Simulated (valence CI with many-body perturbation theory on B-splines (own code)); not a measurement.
E1 line list for Kr⁴⁺

Level of theory: valence CI with perturbative core correlation (CI+MBPT): four valence electrons over a frozen Dirac-Fock core [Ar] 3d10, radial functions for each j: 11 s, 11 p, 10 d, 8 f, 5 g, 2 h, with the one-electron correlation potential Σ1 (screened to all orders), the two-electron term Σ2, the three-electron term Σ3, Breit, model QED; selected single and double excitations, second order for the rest, scaled by the run's own slope (own B-spline code, finite nucleus).

Against 34 measured levels this calculation errs by 137 cm⁻¹ on average and by 790 at most. These come from a selection out of Saloman, J. Phys. Chem. Ref. Data 36, 215 (2007). Levels without a partner in it may be off by more. Among the levels kept, up to 1200 cm⁻¹ of a level comes from second order outside the variational space, and about a tenth of that is noise between levels of different J, which matters for small intervals. 7 measured levels below the end of the list, from 289998 cm⁻¹ on, found no clear computed partner, and computed levels of the same name lie up to 46756 cm⁻¹ from them.

Lines 151 to 200 of 551 in falling wavelength, among levels below 409020 cm⁻¹, chosen from the strongest by gf and those to the six lowest levels. Wavelengths and rates use the calculated energies, so an error of 100 cm⁻¹ moves a line at 140.5 nm by 0.14 % and its rate by three times that or more. Electric multipoles are in the length gauge, E1 and E2 with the static RPA response of the core. Weak lines are less certain than strong ones. Lines between different terms over intervals too small for the method are left out, as are lines whose strength nearly cancels. Where a level lies close to another of its J and parity, the split of strength between their lines is uncertain. The highest levels of a list are the least certain.

Names give the largest LS component (configuration and term), which can be under half, so a name can repeat, a term be missing and a line seem to break the LS rules; names also repeat where a configuration has a term twice. Letters in brackets count levels of one name in rising energy.

| λ vac (nm) | λ from measured levels | Upper | Lower | A (s⁻¹) | S (a.u.) |
| --- | --- | --- | --- | --- | --- |
| 157.6 |  | 4s2.4p.5d 3D°_1 | 4s2.4p.5p 3P_0 | 9.42e+08 | 5.46e+00 |
| 157.1 |  | 4s2.4p.5d 3D°_3 | 4s2.4p.5p 3P_2 | 1.16e+09 | 1.56e+01 |
| 157.0 |  | 4s2.4p.5d 3P°_0 | 4s2.4p.5p 3S_1 | 1.37e+09 | 2.62e+00 |
| 155.8 |  | 4s2.4p.5d 3D°_2 | 4s2.4p.5p 3D_1 [b] | 1.52e+09 | 1.42e+01 |
| 155.4 |  | 4s2.4p.5d 3F°_3 | 4s2.4p.5p 3D_2 | 1.48e+09 | 1.91e+01 |
| 155.4 |  | 4s2.4p.5d 3F°_4 | 4s.4p2.4d 5F_3 | 9.27e+08 | 1.54e+01 |
| 155.1 |  | 4s2.4p.5d 3F°_4 | 4s2.4p.5p 3D_3 | 1.05e+09 | 1.74e+01 |
| 154.4 |  | 4s2.4p.5d 3D°_3 | 4s.4p2.4d 5F_3 | 3.19e+08 | 4.07e+00 |
| 154.2 |  | 4s2.4p.5d 3D°_3 | 4s2.4p.5p 3D_3 | 3.52e+08 | 4.45e+00 |
| 153.6 |  | 4s2.4p.5d 1D°_2 | 4s2.4p.5p 3P_1 | 1.17e+09 | 1.04e+01 |
| 153.2 |  | 4s2.4p.5d 3P°_2 | 4s2.4p.5p 3P_2 | 8.71e+08 | 7.73e+00 |
| 152.7 |  | 4s.4p2.5p 3P°_2 | 4s.4p2.4d 3D_3 [b] | 1.44e+08 | 1.26e+00 |
| 152.0 |  | 4s2.4p.5d 3P°_1 | 4s2.4p.5p 3P_2 | 4.84e+08 | 2.52e+00 |
| 149.3 |  | 4s2.4p.5d 3F°_2 | 4s2.4p.5p 3D_1 [a] | 1.62e+09 | 1.33e+01 |
| 149.1 |  | 4s2.4p.5g 3F°_4 | 4s.4p2.4d 3D_3 [b] | 1.15e+08 | 1.69e+00 |
| 149.0 |  | 4s2.4p.5g 3G°_3 | 4s2.4p.4f 3D_2 | 1.12e+08 | 1.28e+00 |
| 146.5 |  | 4s2.4p.5d 3P°_1 | 4s2.4p.5p 3P_1 | 3.76e+08 | 1.75e+00 |
| 145.7 |  | 4s.4p2.5p 3P°_1 | 4s.4p2.4d 3D_2 [a] | 3.04e+08 | 1.39e+00 |
| 144.0 |  | 4s.4p2.5p 3P°_2 | 4s.4p2.4d 3D_3 [a] | 2.39e+08 | 1.76e+00 |
| 143.0 |  | 4s2.4p.5d 3D°_1 | 4s2.4p.5p 3D_1 [a] | 4.73e+08 | 2.05e+00 |
| 140.5 | 140.2 | 4s2.4p.5p 3P_2 | 4s2.4p.4d 3D°_2 | 2.68e+08 | 1.84e+00 |
| 139.7 | 139.3 | 4s2.4p.5p 3P_1 | 4s2.4p.4d 1D°_2 | 3.92e+08 | 1.58e+00 |
| 139.7 | 139.4 | 4s2.4p.5p 3P_2 | 4s2.4p.4d 3D°_3 | 4.37e+08 | 2.94e+00 |
| 139.6 |  | 4s2.4p.6s 1P°_1 | 4s2.4p.5p 1D_2 | 1.23e+09 | 4.95e+00 |
| 138.8 | 138.5 | 4s2.4p.5p 3D_1 [b] | 4s2.4p.4d 3P°_2 | 4.16e+08 | 1.65e+00 |
| 138.1 |  | 4s2.4p.5d 1P°_1 | 4s2.4p.5p 3P_1 | 4.04e+08 | 1.58e+00 |
| 135.5 |  | 4s2.4p.6s 3P°_2 | 4s2.4p.5p 3S_1 | 4.46e+08 | 2.74e+00 |
| 133.8 |  | 4s2.4p.5g 3G°_5 | 4s2.4p.4f 3F_4 | 8.06e+08 | 1.05e+01 |
| 132.2 |  | 4s2.4p.5g 3F°_4 | 4s2.4p.4f 3F_3 | 4.46e+08 | 4.58e+00 |
| 132.0 |  | 4s2.4p.5g 3H°_4 | 4s2.4p.4f 3F_3 | 3.64e+08 | 3.72e+00 |
| 131.5 |  | 4s2.4p.6s 3P°_0 | 4s2.4p.5p 3D_1 [b] | 1.68e+09 | 1.89e+00 |
| 131.2 |  | 4s2.4p.6s 3P°_1 | 4s2.4p.5p 3D_2 | 9.99e+08 | 3.34e+00 |
| 131.0 |  | 4s2.4p.6s 3P°_2 | 4s2.4p.5p 3P_2 | 7.28e+08 | 4.03e+00 |
| 129.1 |  | 4s2.4p.6s 3P°_2 | 4s.4p2.4d 5F_3 | 5.92e+08 | 3.14e+00 |
| 129.0 |  | 4s2.4p.5g 3G°_3 | 4s2.4p.4f 3F_2 | 2.05e+09 | 1.52e+01 |
| 128.9 |  | 4s2.4p.6s 3P°_2 | 4s2.4p.5p 3D_3 | 6.77e+08 | 3.58e+00 |
| 126.1 |  | 4s.4p2.5p 5P°_2 | 4s.4p2.4d 5P_3 | 4.33e+08 | 2.14e+00 |
| 125.6 |  | 4s2.4p.6s 1P°_1 | 4s2.4p.5p 3P_1 | 4.87e+08 | 1.43e+00 |
| 124.9 |  | 4s2.4p.5g 3F°_4 | 4s2.4p.4f 1F_3 | 1.70e+09 | 1.47e+01 |
| 124.1 |  | 4s.4p2.5p 5S°_2 | 4s.4p2.4d 5P_1 | 2.57e+08 | 1.21e+00 |
| 123.5 |  | 4s2.4p.6s 3P°_1 | 4s2.4p.5p 3D_1 [a] | 7.13e+08 | 1.99e+00 |
| 122.7 |  | 4s.4p2.5p 5S°_2 | 4s.4p2.4d 5P_2 | 3.06e+08 | 1.40e+00 |
| 120.5 |  | 4s.4p2.5p 5P°_3 | 4s.4p2.4d 5P_3 | 1.70e+08 | 1.03e+00 |
| 118.2 |  | 4s2.4p.5g 3G°_5 | 4s.4p2.4d 3G_4 | 1.09e+09 | 9.74e+00 |
| 115.9 |  | 4s2.4p.5g 3H°_4 | 4s.4p2.4d 3G_3 | 1.58e+09 | 1.09e+01 |
| 112.8 | 112.8 | 4s2.4p.5p 3D_1 [a] | 4s2.4p.4d 3F°_2 | 7.60e+08 | 1.61e+00 |
| 112.6 |  | 4s.4p2.5p 5S°_2 | 4s.4p2.4d 3F_3 [a] | 2.99e+08 | 1.05e+00 |
| 111.8 |  | 4s.4p2.5p 3D°_1 | 4s.4p2.4d 3F_2 [a] | 8.40e+08 | 1.74e+00 |
| 111.1 |  | 4s.4p2.5p 3D°_2 | 4s.4p2.4d 3F_3 [a] | 4.83e+08 | 1.63e+00 |
| 110.6 |  | 4s.4p2.5p 3D°_3 | 4s.4p2.4d 3F_4 [a] | 7.49e+08 | 3.50e+00 |
